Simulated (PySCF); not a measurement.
Species: C₆H₄F₂ (charge -1 and doublet state).
Cartesian coordinates in Å at the GFN2-xTB level; atoms count from 1:
```xyz
12
C6H4F2 angstrom
F      0.408    2.710    0.130
C      0.185    1.337    0.063
C     -1.101    0.899    0.030
C     -1.345   -0.527   -0.040
C     -0.240   -1.392   -0.071
C      1.024   -0.893   -0.034
F      2.109   -1.769   -0.064
C      1.315    0.516    0.036
H     -1.928    1.595    0.054
H     -2.356   -0.905   -0.069
H     -0.391   -2.465   -0.124
H      2.321    0.894    0.062
```

As a line formula: `FC1=C[CH][CH-]C(F)=C1` [radical] (charge -1).

Computed with PySCF 2.14.0, UKS B3LYP, pcH-1 on C F H, non-relativistic, mean-field spin-orbit, GIAO. Whether the extra electron is bound in the gas phase wasn't checked; a finite basis holds it in any case. The geometry wasn't refined by DFT: couplings that depend on bond lengths, twists or pyramidal angles can differ widely from those at the functional's own minimum, by a factor of two or more for some ions and for spin on atoms past the first row. Stability of the SCF solution: not tested.

The Mulliken spin populations are largest on C4 (+0.52), C8 (+0.39), C6 (+0.13) and C3 (+0.10). The angles at C4 add up to 360.0°, so it is planar.

McConnell's relation a(H) = Q·ρ ties the coupling of a proton on a planar π carbon to the spin population of that carbon. What Q do the computed values give?

```
  H   C    ρ(C)  a(H) (G)  a/ρ (G)
 H9  C3  +0.102     -3.50    -34.2
H10  C4  +0.518    -12.37    -23.9
H12  C8  +0.387     -9.54    -24.7
```

A least-squares line through the origin gives Q = -24.4 G with Mulliken populations. In McConnell's picture π spin on carbon polarises the C–H bond and leaves opposite spin at the proton, which makes Q negative, as found here.

Leave H10 and its like out of the fit. How well does the relation then predict its coupling?

The other protons give Q = -25.3 G, so a = -25.3 × 0.518 ≈ -13.10 G, against the computed -12.37 G.

Couplings in gauss use g_iso = 2.0029.
